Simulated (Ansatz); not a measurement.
Mulliken charges of C₄H₂Cl₂Hf (`C#[C][Hf]([Cl])([Cl])[C]#C`) from PBE/def2-TZVPP in Ansatz (PBE0-D4/def2-TZVP geometry).

```tsv
atom	x (Å)	y (Å)	z (Å)	charge (e)
C1	1.014	-2.686	0.310	-0.178
C2	0.636	-1.635	-0.169	-0.200
Hf3	-0.042	0.240	-0.992	0.750
Cl4	-1.894	-0.143	-2.345	-0.205
Cl5	1.701	1.234	-2.167	-0.205
C6	-0.614	1.519	0.648	-0.200
C7	-0.934	2.228	1.581	-0.178
H8	1.347	-3.609	0.731	0.208
H9	-1.214	2.851	2.402	0.208
```

Problem. By hand: the dipole of these point charges (1 e Å = 4.8032 D).

Solution. Σ q r = (0.017, -0.097, 0.400) e Å, of length 0.412 e Å = 1.98 D.

Problem. How does the dipole of the full density compare? (Best estimate.)

Solution. The calculation gave: (0.016, -0.089, 0.370) e Å, 1.83 D; the point charges give 1.08 times that, at 0° from its direction.

Point charges leave out the atoms' own dipoles, such as those of lone pairs, and Mulliken's split depends on the basis, so the close match here is no proof of good charges.
